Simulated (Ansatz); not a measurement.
This geometry of Cl₂F₃H₄SiTa (11 atoms, charge 0, multiplicity 1) is a first-order saddle point.

All numbers below come from RKS PBE/def2-SVP in Ansatz.

```xyz
11
Properties=species:S:1:pos:R:3
Ta -0.194 -0.270 -0.168
Cl 2.414 0.539 -0.284
F 0.331 -1.018 1.491
F -0.210 0.233 -1.994
F -0.271 1.501 0.479
Cl -2.247 -1.278 -0.206
Si 1.146 -2.520 -1.199
H 0.986 -3.607 -0.173
H 0.374 -2.834 -2.452
H 2.609 -2.473 -1.583
H 2.012 -0.762 -0.714
```

(1) Which two structures does it join? (They come from a converged band through this point; their orientation in space is the band's.)

(2) How far does it lie above each of them?

## Answers

(1) Bonds broken: Ta1–Cl2, Ta1–H11, Si7–H11. Bonds formed: Ta1–Si7, Cl2–H11. Cl2F3H4SiTa becomes ClF3H3SiTa + ClH.

Initial state:

```xyz
11
Properties=species:S:1:pos:R:3
Ta 0.056 0.228 -0.006
Cl 2.190 1.193 0.003
F 0.553 -0.732 1.544
F 0.041 0.437 -1.885
F -0.921 1.675 0.634
Cl -1.700 -1.320 -0.273
Si 1.330 -2.837 -1.382
H 0.795 -3.785 -0.356
H 0.462 -2.761 -2.597
H 2.755 -3.142 -1.734
H 1.388 -1.447 -0.750
```

Final state:

```xyz
11
Properties=species:S:1:pos:R:3
Ta -0.564 -0.579 -0.194
Cl 3.310 0.333 -0.627
F -0.976 -1.824 1.170
F 0.268 0.412 -1.606
F 0.038 0.669 1.068
Cl -2.585 -0.772 -1.272
Si 1.092 -2.540 -0.900
H 1.981 -2.878 0.265
H 0.180 -3.713 -1.173
H 1.897 -2.245 -2.132
H 2.309 0.648 -1.401
```

(2) 38.0 kcal/mol above the first and 7.0 kcal/mol above the second. This is the barrier of this one path; another mechanism may lie lower. The orbitals stay closed-shell, which can raise the energy where a bond breaks towards radicals; this wasn't checked here.

Time of the run: 9.2 min on 4 threads of Arm Neoverse V1 (shared host), peak memory 0.24 GiB.
